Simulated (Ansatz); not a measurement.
Ideal-gas functions of F$_{3}$SV (`[F][V]([F])([F])=[S]`) at 800 K and 1 bar, from an Ansatz frequency run at PBE0-D4/def2-TZVP.

Molar mass 140.01 g/mol, point group C3v (symmetry number 3), electronic degeneracy 1, moments of inertia 149.474, 210.469, 210.473 u Å². Harmonic wavenumbers (cm⁻¹, unscaled): 206, 206, 234, 234, 254, 638, 764, 814, 814.

Use S(trans) = R[1.5 ln M + 2.5 ln T − 1.1517]; rotational temperatures θ = 24.2544 K / I; S(rot) = R[ln(√π/σ · √(T³/θAθBθC)) + 1.5]; for each mode x = 1.438777 ν̃/T, S = R[x/(eˣ − 1) − ln(1 − e⁻ˣ)] and H = RT x/(eˣ − 1); 1 cm⁻¹ = 0.0119627 kJ/mol; R = 8.31446 J/(mol·K).

Q: By hand: the entropy, in J/(mol·K).

A: Translation 191.0. Rotation: θ = 0.1623, 0.1152, 0.1152 K, giving 117.0. Vibration, mode by mode: 16.62, 16.62, 15.57, 15.57, 14.90, 7.61, 6.30, 5.85, 5.85, in all 104.9. Electronic 0.0. Sum 412.9 J/(mol·K).

Q: By hand: H − E and G − E in kJ/mol, counted from the electronic energy.

A: Zero-point energy ½ × 4164 × 0.0119627 = 24.9; thermal vibration 39.4; translation, rotation and pV give 4 RT = 26.6. H − E = 90.9 kJ/mol, and G − E = 90.9 − 800 × 412.9/1000 = -239.4 kJ/mol.

Vibration gives 25 % of the entropy.
